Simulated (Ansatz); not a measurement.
Energy needed to pull apart C2H2Te (SMILES C#C[TeH]), closed shell, into free ground-state atoms, from the structure below (displaced at random from a GFN2-xTB minimum); no zero-point or spin–orbit terms; open-shell atoms are treated unrestricted, in their ground-state multiplicity.

C1  (-0.720, -1.006, 0.428)
C2  (0.091, -0.243, 0.071)
Te3  (1.618, 0.949, -0.371)
H4  (-1.504, -1.821, 0.588)
H5  (0.475, 2.218, -0.759)
(Å)

Computed with Ansatz 0.2.0 (basis: def2-TZVPP); correlated methods freeze the cores. Filled d shells of the heavier atoms are correlated. Core potentials replace the inner electrons of the atoms past krypton. The def2 sets are not built for correlating such inner shells, so the correlated values are less sure here.

```json
{"method": "PBE-D4", "atomization energy (kJ/mol)": "1830"}
{"method": "revPBE-D4", "atomization energy (kJ/mol)": "?"}
{"method": "r2SCAN-D4", "atomization energy (kJ/mol)": "1755"}
{"method": "PBE0-D4", "atomization energy (kJ/mol)": "1769"}
{"method": "LC-wPBE", "atomization energy (kJ/mol)": "1732"}
{"method": "wB97M-V", "atomization energy (kJ/mol)": "?"}
{"method": "HF", "atomization energy (kJ/mol)": "1168"}
{"method": "MP2", "atomization energy (kJ/mol)": "1752"}
{"method": "CCSD", "atomization energy (kJ/mol)": "1657"}
{"method": "CCSD(T)", "atomization energy (kJ/mol)": "1704"}
```

Problem. What does revPBE-D4 give? (An estimate is asked for; the value comes from the calculation.)

Solution. By the calculation: 1771 kJ/mol, which is about 68 kJ/mol more than CCSD(T)/def2-TZVPP.

Problem. What does wB97M-V give? (An estimate is asked for; the value comes from the calculation.)

Solution. By the calculation: 1750 kJ/mol, which is about 47 kJ/mol more than CCSD(T)/def2-TZVPP.

In triple zeta the MP2 and coupled-cluster atomization energies are still short of their basis limit by a few kcal/mol a bond, whereas those of the functionals are nearly converged, so these differences are not deviations from converged CCSD(T).

The T1 diagnostic stays at or below 0.013.

For scale, one of the runs: CCSD(T)/def2-TZVPP forces, 140 basis functions (an equivalent command: `ansatz run in.yaml --threads 4`). Time: 74 s of wall clock on 4 CPU threads; the host was shared. Peak host memory: 1.7 GiB.
